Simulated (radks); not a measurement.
Species: Mo2+. Configuration: [Kr] 4d3 6s1 (not the ground configuration).

Calculated with a radial shooting solver on a logarithmic mesh with Libxc functionals: Dirac Kohn-Sham, PBEsol, spin-unpolarised, spherical densities, finite nucleus; open shells fill j = l - 1/2 first; Fermi nuclear charge, rms radius 4.4091 fm.

Energy parts (eV):
part                       energy
total                 -110085.935
kinetic                114142.457
electron-nucleus      -265003.740
Hartree                 44058.419
exchange-correlation    -3283.070

Orbitals (lengths in bohr, moments of r in powers of bohr; r(90%) holds 90 % of the orbital's charge):
orbital  occ.  eigenvalue (eV)  r(90%)     <r^2>  small-component weight
1s1/2       2        -19827.08  0.0630  0.001670                2.34e-02
2s1/2       2        -2823.326   0.238   0.02782                4.81e-03
2p1/2       2        -2599.984   0.214   0.02100                4.81e-03
2p3/2       4        -2493.532   0.220   0.02237                4.66e-03
3s1/2       2        -502.7742   0.634    0.2109                1.28e-03
3p1/2       2        -417.8036   0.641    0.2090                1.23e-03
3p3/2       4        -400.2638   0.656    0.2193                1.19e-03
3d3/2       4        -249.9284   0.661    0.2055                1.07e-03
3d5/2       6        -246.6052   0.666    0.2088                1.06e-03
4s1/2       2         -90.6342    1.60     1.363                2.95e-04
4p1/2       2         -66.1930    1.76     1.629                2.50e-04
4p3/2       4         -63.6041    1.80     1.707                2.40e-04
4d3/2       3         -27.6444    2.49     3.054                1.42e-04
4d5/2       0         -27.3597    2.51     3.101                1.40e-04
6s1/2       1          -9.4469    7.92     36.13                1.92e-05

The highest occupied level is 6s1/2 at -9.447 eV. The configuration is held as typed, so some empty levels lie below it. The electron density at the nucleus is 9.072e+04 e/bohr^3. Summed over all electrons, <r^2> = 62.09 bohr^2, which gives a Langevin (diamagnetic) susceptibility term of -49.2 x 10^-6 cm^3/mol.
